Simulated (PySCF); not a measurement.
Isomers of C6H12N (doublet state), one GFN2-xTB conformer each. Single-point energies are computed at B3LYP/pcH-1 (PySCF, gas phase, no added dispersion term), electronic only. GFN2-xTB treats the open shell by occupation alone, and not every SCF solution was tested for stability.

Problem. Rank them by B3LYP/pcH-1 energy, lowest first (kcal/mol).
A. `[CH2:1][CH2:2][N:3]1[CH2:4][CH2:5][C@H:6]1[CH3:7]` (doublet state) with H–C1–C2–N3 -16° and 167°, C1–C2–N3–C4 -69°, C2–N3–C4–C5 -139°, N3–C4–C5–C6 13°, C4–C5–C6–C7 -130°, C2–N3–C6–C5 139°
B. `[CH3:1][C@@H:2]([NH2:3])[C:4]1[CH2:5][CH2:6][CH2:7]1` (doublet state) with C1–C2–N3–H 180° and 62°, C1–C2–C4–C5 -66°
C. `[CH3:1][C@H:2]([NH:3])[CH:4]1[CH2:5][CH2:6][CH2:7]1` (doublet state) with C1–C2–N3–H -26°, C1–C2–C4–C5 -172°, C2–C4–C5–C6 130°, C4–C5–C6–C7 -11°, C5–C6–C7–C4 11°, C2–C4–C7–C6 -131°
D. `[CH2:1]=[CH:2][C@:3]([CH3:4])([NH2:5])[CH:6][CH3:7]` (doublet state) with C1–C2–C3–C4 144°, C2–C3–N5–H -177° and 64°, C2–C3–C6–C7 84°
E. `[CH2:1][CH2:2][C@:3]([CH3:4])([NH2:5])[CH:6]=[CH2:7]` (doublet state) with H–C1–C2–C3 -93° and 75°, C1–C2–C3–C4 -177°, C2–C3–N5–H 62° and -59°, C2–C3–C6–C7 132°
F. `[CH3:1][CH:2][N:3]1[CH2:4][CH2:5][C@H:6]1[CH3:7]` (doublet state) with C1–C2–N3–C4 -50°

Solution. D (0.0), F (0.9), E (3.6), B (4.4), C (8.9), A (13.2).

As drawn, the lowest has an N–H bond, which the highest lacks; the highest has a four-membered ring, which the lowest lacks. Neighbours under 5.0 kcal/mol apart (C=C[C@](C)(N)[CH]C and C[CH]N1CC[C@H]1C; C[CH]N1CC[C@H]1C and [CH2]C[C@](C)(N)C=C; [CH2]C[C@](C)(N)C=C and C[C@@H](N)[C]1CCC1; C[C@@H](N)[C]1CCC1 and C[C@H]([NH])C1CCC1; others) can change places with a better method, another conformer or zero-point energy. GFN2-xTB itself gives, in the same order: 26.6, 0.0, 31.2, 13.3, 15.1, 15.3. GFN2-xTB puts C[CH]N1CC[C@H]1C lowest instead; measured from each level's own lowest isomer, the values differ by up to 27.6 kcal/mol ([CH2]C[C@](C)(N)C=C: 31.2 against 3.6).
